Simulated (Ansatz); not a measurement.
The cluster Mg₄⁺ (the lowest doublet isomer of a short search) was relaxed with PBE0 (def2-TZVP) in Ansatz in these states: charge +1 doublet, charge +1 quartet. The geometries follow in no particular order.

A:

```xyz
4

Mg   -0.525   -1.863    0.437
Mg   -1.746    0.898    0.290
Mg    0.535    0.901   -1.686
Mg    1.736    0.064    0.959
```

B:

Cartesian coordinates in Å:
```
Mg 0.043 -0.584 -1.257
Mg 2.735 0.143 0.028
Mg -0.043 0.574 1.262
Mg -2.736 -0.133 -0.032
```

Q: Judge from the bond lengths which geometry belongs to which state (an estimate).

A: A is the charge +1 doublet (Mg1–Mg4 3.017 Å, Mg2–Mg3 3.018 Å, Mg1–Mg2 3.022 Å); B is the charge +1 quartet (Mg1–Mg4 3.070 Å, Mg2–Mg3 3.070 Å, Mg1–Mg2 3.070 Å).

At PBE0/def2-TZVP a doublet lies 1.35 eV below the charge +1 quartet. These are the stationary points nearest to one start from a short search; other shapes may lie lower in each state.
